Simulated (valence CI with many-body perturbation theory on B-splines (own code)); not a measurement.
**Energy levels of Kr V**

Method: configuration interaction combined with many-body perturbation theory (CI+MBPT): four valence electrons over a frozen Dirac-Fock core [Ar] 3d10, a basis of 11 s, 11 p, 9 d, 7 f, 5 g, 2 h, 1 i functions for each j, with the one-electron correlation potential Σ1 (screened to all orders), the two-electron term Σ2, the three-electron term Σ3, Breit, model QED; selected single and double excitations, second order for the rest, scaled by the run's own slope (own B-spline code, finite nucleus).

Against 35 measured levels this calculation errs by 129 cm⁻¹ on average and by 744 at most. These come from a selection out of Saloman, J. Phys. Chem. Ref. Data 36, 215 (2007). Levels without a partner in it may be off by more. Among the levels kept, up to 390 cm⁻¹ of a level comes from second order outside the variational space, and about a tenth of that is noise between levels of different J, which matters for small intervals. 4 measured levels below the end of the list, from 307667 cm⁻¹ on, found no clear computed partner, and computed levels of the same name lie up to 40129 cm⁻¹ from them.

Levels 1 to 45 of 68, with energies above the lowest level, 4s²4p² ³P_0. "Leading %" is the weight of the configuration and term that name the level; weights of strongly mixed levels are sums over their largest components and can fall short. In the jj column 3d3/2^4 stands for four electrons in 3d with j = 3/2.

```csv
No.,Configuration,Term,J,E (eV),Leading %,Leading jj,g
1,4s²4p²,³P,0,0.000,94,4s^2 4p1/2^2 (80 %),
2,4s²4p²,³P,1,0.464,97,4s^2 4p1/2 4p3/2 (97 %),1.501
3,4s²4p²,³P,2,0.941,88,4s^2 4p1/2 4p3/2 (61 %),1.456
4,4s²4p²,¹D,2,2.446,88,4s^2 4p3/2^2 (61 %),1.045
5,4s²4p²,¹S,0,4.864,92,4s^2 4p3/2^2 (78 %),
6,4s4p³,⁵S°,2,12.084,98,4s 4p1/2 4p3/2^2 (53 %),1.997
7,4s4p³,³D°,1,16.052,85,4s 4p1/2 4p3/2^2 (38 %),0.531
8,4s4p³,³D°,2,16.067,84,4s 4p1/2 4p3/2^2 (58 %),1.184
9,4s4p³,³D°,3,16.220,89,4s 4p1/2 4p3/2^2 (89 %),1.334
10,4s4p³,³P°,0,18.320,89,4s 4p1/2 4p3/2^2 (89 %),
11,4s4p³,³P°,1,18.364,86,4s 4p1/2 4p3/2^2 (61 %),1.474
12,4s4p³,³P°,2,18.411,79,4s 4p3/2^3 (49 %),1.466
13,4s4p³,¹D°,2,20.234,55,4s 4p1/2 4p3/2^2 (41 %),1.021
14,4s4p³,³S°,1,22.966,73,4s 4p1/2 4p3/2^2 (52 %),1.772
15,4s²4p4d,³F°,2,23.557,95,4s^2 4p1/2 4d3/2 (74 %),0.671
16,4s²4p4d,³F°,3,23.888,95,4s^2 4p1/2 4d5/2 (52 %),1.085
17,4s4p³,¹P°,1,24.064,63,4s 4p3/2^3 (51 %),1.224
18,4s²4p4d,³F°,4,24.400,96,4s^2 4p3/2 4d5/2 (96 %),1.250
19,4s²4p4d,³P°,2,26.195,51,4s^2 4p1/2 4d5/2 (73 %),1.316
20,4s²4p4d,³P°,1,26.515,44,4s^2 4p1/2 4d3/2 (63 %),1.020
21,4s²4p4d,¹D°,2,26.889,40,4s^2 4p3/2 4d5/2 (30 %),1.090
22,4s²4p4d,³P°,0,26.925,87,4s^2 4p3/2 4d3/2 (87 %),
23,4s²4p4d,³D°,1,27.111,44,4s^2 4p3/2 4d3/2 (77 %),0.988
24,4s²4p4d,³D°,3,27.197,85,4s^2 4p3/2 4d5/2 (52 %),1.326
25,4s²4p4d,³D°,2,27.248,57,4s^2 4p3/2 4d3/2 (41 %),1.258
26,4s²4p4d,¹F°,3,29.033,92,4s^2 4p3/2 4d3/2 (38 %),1.006
27,4s²4p4d,¹P°,1,29.477,47,4s^2 4p1/2 5s (37 %),1.088
28,4s²4p5s,³P°,0,29.624,95,4s^2 4p1/2 5s (95 %),
29,4s²4p5s,³P°,1,29.873,66,4s^2 4p1/2 5s (53 %),1.346
30,4s²4p5s,³P°,2,30.596,95,4s^2 4p3/2 5s (95 %),1.501
31,4s²4p5s,¹P°,1,31.120,73,4s^2 4p3/2 5s (80 %),1.059
32,4p⁴,³P,2,33.898,54,4p1/2^2 4p3/2^2 (55 %),1.455
33,4p⁴,³P,1,34.509,52,4p1/2 4p3/2^3 (52 %),1.468
34,4s²4p5p,³D,1,34.560,48,4s^2 4p1/2 5p1/2 (84 %),0.794
35,4p⁴,³P,0,34.646,52,4p1/2^2 4p3/2^2 (27 %),
36,4s²4p5p,³D,1,35.138,36,4s^2 4p1/2 5p3/2 (69 %),1.018
37,4s²4p5p,³D,2,35.148,58,4s^2 4p1/2 5p3/2 (63 %),1.148
38,4p⁴,¹D,2,35.275,44,4p1/2 4p3/2^3 (44 %),1.082
39,4s²4p5p,³P,0,35.363,84,4s^2 4p1/2 5p1/2 (76 %),
40,4s4p²4d,⁵F,1,35.651,96,4s 4p1/2^2 4d3/2 (40 %),0.025
41,4s4p²4d,⁵F,2,35.762,94,4s 4p1/2 4p3/2 4d3/2 (44 %),1.020
42,4s²4p5p,³P,1,35.775,62,4s^2 4p3/2 5p1/2 (49 %),1.307
43,4s²4p5p,³D,3,35.931,59,4s^2 4p3/2 5p3/2 (59 %),1.308
44,4s4p²4d,⁵F,3,35.945,57,4s^2 4p3/2 5p3/2 (36 %),1.291
45,4s²4p5p,³P,2,36.080,74,4s^2 4p3/2 5p1/2 (56 %),1.418
```

Names give the largest LS component (configuration and term), which can be under half, so a name can repeat, a term be missing and a line seem to break the LS rules; names also repeat where a configuration has a term twice.

Where two levels of one J and parity lie close, their mixing, g and order are uncertain.

The ionisation energy to 4s²4p ²P°1/2 of the next ion comes out as 64.344 eV (NIST: 64.69 ± 0.2 eV (semi-empirical)). All 68 levels together are meant to be complete up to 40.808 eV.
